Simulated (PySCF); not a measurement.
Atoms are numbered as in `[F:1][C:2]([F:3])([F:4])[O:5][CH:6]([SiH3:7])[SiH3:8]`. Each H is labelled by its parent atom.

No solvent model, relativity neglected, rapidly exchanging positions averaged, one conformer. Structure optimised with PBE0-D3(BJ)/def2-SVP; CAM-B3LYP/pcSseg-1 with gauge-including orbitals; PySCF.

Shifts are taken against calculated references (same method and geometry level): 13C, 1H, 29Si against TMS; 19F against CFCl3; 17O vs H2O.

```tsv
atoms	nucleus	count	δ (ppm)
H(C6)	1H	1	3.75
C2	13C	1	131.0
Si7/Si8	29Si	2	-64.8
O5	17O	1	?
H(Si7)/H(Si8)	1H	6	?
C6	13C	1	53.2
F1/F3/F4	19F	3	-65.3
```

**Question.** Complete the table.

**Answer.** 
- H(Si7)/H(Si8): 4.05 ppm, hydrogen on a silicon bonded to C
- O5: 92.3 ppm, ether oxygen

Shifts are as computed, not scaled to solution data. Of 1313 compounds with measured shifts, 239 miss one by over three times the rms of a fit or turn the order of signals round; such compounds aren't used in these exercises. Unscaled 19F shifts against computed CFCl3 carry errors that often reach 10 to 50 ppm. Experimental scales use liquid or dissolved standards, which lie at an offset from isolated H2O (liquid H2O: subtract about 36 ppm).
